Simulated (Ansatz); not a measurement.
`[CH3][W]([NH2])(=[S])=[S]` + NH₃ → `[NH2][W]([NH2])(=[S])=[S]` + CH₄ at 400 K and 1 bar (ligand exchange at a W–C bond).

Computed with Ansatz on PBE0-D4/def2-TZVP structures; ΔE is electronic, products minus reactants. CCSD(T)/CBS is the MP2 limit (def2-TZVPP, def2-QZVPP) plus CCSD(T) − MP2 in def2-TZVPP, frozen cores. This one scheme is used for every species. def2 core potentials past Kr. For W outer-core shells are correlated without core-valence functions, which leaves a few kJ/mol of doubt a bond. One conformer a species, not always the lowest.

| species | CCSD(T)/CBS energy (Eh) | H − E (kJ/mol) | S (J/(mol·K)) |
| --- | --- | --- | --- |
| `[CH3][W]([NH2])(=[S])=[S]` | -958.40741 | 207.4 | 414.0 |
| NH₃ | -56.50880 | 104.2 | 203.1 |
| `[NH2][W]([NH2])(=[S])=[S]` | -974.48244 | 179.4 | 408.3 |
| CH₄ | -40.46206 | 131.3 | 197.2 |

H − E and S are ideal-gas, rigid-rotor, harmonic terms from PBE0-D4/def2-TZVP, for one conformer and one mirror image of each species. 1 Eh = 2625.50 kJ/mol, R = 8.31446 J/(mol·K).

By hand: ΔE, ΔH, ΔS and ΔG.

ΔE = (-974.48244) + (-40.46206) − (-958.40741) − (-56.50880) = -0.02829 Eh = -74.3 kJ/mol. Δ(H − E) = 179.4 + 131.3 − 207.4 − 104.2 = -0.9, so ΔH = -75.2 kJ/mol. ΔS = 408.3 + 197.2 − 414.0 − 203.1 = -11.6 J/(mol·K). ΔG = -75.2 − 400 × (-11.6)/1000 = -70.6 kJ/mol.

By hand: the equilibrium constant, and the temperature at which ΔG would vanish if ΔH and ΔS stayed fixed.

log₁₀ K = −ΔG/(RT ln 10) = 9.2. ΔG = 0 at ΔH/ΔS = 6483 K, far beyond where these terms or the molecules hold.

The number of gas molecules stays the same, so ΔS is small and ΔH decides. A doubt of 5 kJ/mol in ΔE shifts log₁₀ K by 0.7 here. Other conformers and mirror images would add mixing entropy, several J/(mol·K) or more a flexible species. These are equilibria of isolated gas molecules and say nothing of rates. Largest T1 diagnostic: 0.022 (customary marks: 0.02 for closed shells, 0.045 for open ones).
